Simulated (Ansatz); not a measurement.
Relaxation of CH$_{4}$BClO (8 atoms, charge 0, multiplicity 1), to a largest force component of 0.02 eV/Å in at most 40 steps.

These are results of Ansatz 0.2.0, RHF/def2-SVP, not measurements.

```xyz
8
Properties=species:S:1:pos:R:3
B 0.000 0.000 0.000
O 0.000 0.000 1.410
H -0.909 -0.281 1.747
C 1.386 0.000 -0.800
H 1.715 -1.046 -0.970
H 1.249 0.508 -1.777
H 2.155 0.538 -0.208
Cl -1.611 0.000 -0.930
```

Q: Where does it end, and by what steps?

A: It converged. After 17 steps the energy has fallen by 0.374 eV; Cl8 moved furthest, 0.43 Å.

```csv
step,energy less start (eV),largest force component (eV/Å),accepted
0,0.0000,3.203,yes
1,-0.1707,3.360,yes
2,-0.2483,2.860,yes
3,-0.3629,0.131,yes
4,-0.3529,0.898,no
5,-0.3660,0.090,yes
6,-0.3698,0.029,yes
7,-0.3656,0.360,no
8,-0.3716,0.029,yes
9,-0.3708,0.212,no
10,-0.3723,0.048,yes
11,-0.3729,0.060,yes
12,-0.3731,0.081,yes
13,-0.3734,0.075,yes
14,-0.3737,0.051,yes
15,-0.3738,0.069,yes
16,-0.3739,0.028,yes
17,-0.3740,0.018,yes
```

```xyz
8
Properties=species:S:1:pos:R:3
B 0.013 -0.074 0.013
O -0.046 0.103 1.337
H -0.908 0.034 1.719
C 1.367 0.006 -0.776
H 1.560 -0.938 -1.294
H 1.314 0.779 -1.547
H 2.206 0.223 -0.115
Cl -1.521 -0.413 -0.867
```

Whether the end is a true minimum wasn't checked by a vibrational analysis.

Run time: 29 s on 1 thread of Arm Neoverse V1, on a shared host, peak memory 0.14 GiB.
